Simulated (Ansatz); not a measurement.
## Nudged elastic band run: C₃H₆Si

The input (input.yaml):

```yaml
crystal:
  periodic: [false, false, false]
  atoms:
    - { symbol: Si, position_ang: [-0.994691, 0.978879, -0.927682] }
    - { symbol: C, position_ang: [0.018116, -0.231947, 0.022496] }
    - { symbol: C, position_ang: [0.347046, -1.439088, 0.352102] }
    - { symbol: C, position_ang: [1.134364, -0.394222, 1.039273] }
    - { symbol: H, position_ang: [-1.968769, 0.271323, -1.788994] }
    - { symbol: H, position_ang: [-1.719249, 1.862366, 0.014738] }
    - { symbol: H, position_ang: [-0.105441, 1.812287, -1.769339] }
    - { symbol: H, position_ang: [0.181873, -2.499219, 0.229698] }
    - { symbol: H, position_ang: [0.940326, -0.16267, 2.08962] }
    - { symbol: H, position_ang: [2.166434, -0.197719, 0.738089] }
basis:
  gaussian: { orbitals: def2-SVP }
hamiltonian:
  xc: { name: BHLYP }
  dispersion: d4
neb:
  order_check: false
  images: 7
  f_tol: 0.2
  max_iterations: 60
  initial_path: idpp
  final_atoms:
    - { symbol: Si, position_ang: [-1.00783624, 0.98725954, -0.90385136] }
    - { symbol: C, position_ang: [-0.03969901, -0.1988667, 0.12121452] }
    - { symbol: C, position_ang: [0.06601058, -1.26186903, 0.85147278] }
    - { symbol: C, position_ang: [1.33475443, -0.52372749, 0.67806886] }
    - { symbol: H, position_ang: [-0.43718291, 1.03564658, -2.27004883] }
    - { symbol: H, position_ang: [-2.4270094, 0.57175607, -0.975848] }
    - { symbol: H, position_ang: [-0.91862003, 2.33947108, -0.30553903] }
    - { symbol: H, position_ang: [-0.4138357, -2.11914789, 1.30012519] }
    - { symbol: H, position_ang: [1.73643474, 0.07809194, 1.49739846] }
    - { symbol: H, position_ang: [2.10699252, -0.9086241, 0.00700841] }
```

Run as:

```bash
$ ansatz run input.yaml --threads 1 --pin off --max-ram 2048MiB --backend cpu --events-out ev --progress --plain --runs-dir out
```

Output, in part (warnings, iteration lines, the closing report on the highest movable image, with atoms numbered from 0):

```
NEB end point (image 0): max|allowed force component| = 9.255e-3 eV/Å (the criterion of neb.relax_end_points is 4.000e-2)
NEB end point (image 8): max|allowed force component| = 1.219e-2 eV/Å (the criterion of neb.relax_end_points is 4.000e-2)
NEB iter   1: max|band force component| = 7.093e-1 eV/Å  barrier→ = 0.0925 eV  barrier← = 0.0925 eV  Δτ_max = 0.0982 Å  (234 SCF iters)
NEB iter   2: max|band force component| = 2.301e-1 eV/Å  barrier→ = 0.0492 eV  barrier← = 0.0491 eV  CI = image 4  Δτ_max = 0.0197 Å  (218 SCF iters)
NEB iter   3: max|band force component| = 1.460e-1 eV/Å  barrier→ = 0.0447 eV  barrier← = 0.0446 eV  CI = image 4  Δτ_max = 0.0000 Å  (357 SCF iters)
Total energy: -11077.06206367 eV, -407.0745225376 hartree
Atom 0 at    -1.029690     1.015897    -0.854434 Å, force    -0.011170     0.013492    -0.010727 eV/Å
Atom 1 at    -0.017239    -0.200141     0.100531 Å, force    -0.045916    -0.006370    -0.012044 eV/Å
Atom 2 at     0.106945    -1.323942     0.730484 Å, force     0.145991     0.005923     0.042231 eV/Å
Atom 3 at     1.345577    -0.514624     0.688594 Å, force    -0.066629    -0.018793    -0.010141 eV/Å
Atom 4 at    -1.545628     0.390904    -2.095566 Å, force     0.005472     0.002209     0.011982 eV/Å
Atom 5 at    -2.180468     1.475932    -0.041251 Å, force     0.010645    -0.006512    -0.004338 eV/Å
Atom 6 at    -0.191180     2.181654    -1.211020 Å, force    -0.007759    -0.006980     0.001329 eV/Å
Atom 7 at    -0.330420    -2.246819     1.080388 Å, force    -0.067394     0.013116    -0.027640 eV/Å
Atom 8 at     1.679377     0.020821     1.580567 Å, force     0.019005     0.000882     0.002826 eV/Å
Atom 9 at     2.162733    -0.799691     0.021707 Å, force     0.017756     0.003034     0.006523 eV/Å
Dipole moment:    -0.052166    -0.099297     0.036022 e Å
```

It converged. The threshold of 0.2 eV/Å is loose, so the images may lie well off the minimum-energy path. Another band between the same ends (7 images) ends at a top of the same energy, where a vibrational analysis finds 1 clearly imaginary mode.

Final band (atoms are numbered from 1 in the order of the input):

| image | path coordinate (Å) | energy (kcal/mol) | dihedral H5–Si1–C2–C4 (°) |
| --- | --- | --- | --- |
| 0 | 0.00 | 0.0 | -180 |
| 1 | 0.49 | 0.2 | 166 |
| 2 | 0.98 | 0.5 | 151 |
| 3 | 1.47 | 0.9 | 136 |
| 4 | 1.95 | 1.0 | 120 |
| 5 | 2.44 | 0.9 | 104 |
| 6 | 2.93 | 0.5 | 89 |
| 7 | 3.42 | 0.2 | 74 |
| 8 | 3.91 | 0.0 | 60 |

The run took 100 s on 1 thread of Arm Neoverse V1 (shared host), peak memory 0.17 GiB.
